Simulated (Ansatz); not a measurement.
Consider the isomerisation: `OC(F)([SiH3])[SiH3]` → `O[SiH2][SiH2]CF`.

Gas-phase electronic energies from Ansatz, PBE0-D4/def2-TZVP geometries. CCSD(T)/CBS adds triple-zeta CCSD(T) − MP2 to the extrapolated MP2 energy (def2 sets, frozen cores). DFT in def2-TZVPP. B3LYP here is the variant with VWN-RPA as its local correlation; programs differ in this. One conformer a species, not always the lowest.

```tsv
level	ΔE (kcal/mol)
ωB97X-V	-35.6
PBE	-35.9
B3LYP	-37.4
CCSD/def2-TZVPP	-37.7
HF/def2-QZVPP	-40.2
MP2/def2-QZVPP	-38.2
SCS-MP2/def2-QZVPP	-38.0
MP2/CBS(def2)	-38.4
```

Question: What does CCSD(T)/CBS give? (Best estimate.)

Answer: Ansatz gave: -37.5 kcal/mol. The listed levels differ from it by 1.9, 1.6, 0.1, -0.2, -2.7, -0.7, -0.5, -0.9 kcal/mol.

Largest T1 diagnostic among the species: 0.013.

The D4 term adds +1.2 kcal/mol with B3LYP and +0.6 kcal/mol with PBE0; it sums over pairs of atoms, weighted by their polarisabilities, and B3LYP, whose exchange is more repulsive, gets the larger term. From PBE to PBE0 (25 % exact exchange), in def2-TZVPP and without D4, ΔE moves by −1.8 kcal/mol.

CCSD(T)/CBS has its own doubt, a few kJ/mol and more with outer-core shells, so smaller differences from it don't rank the levels.
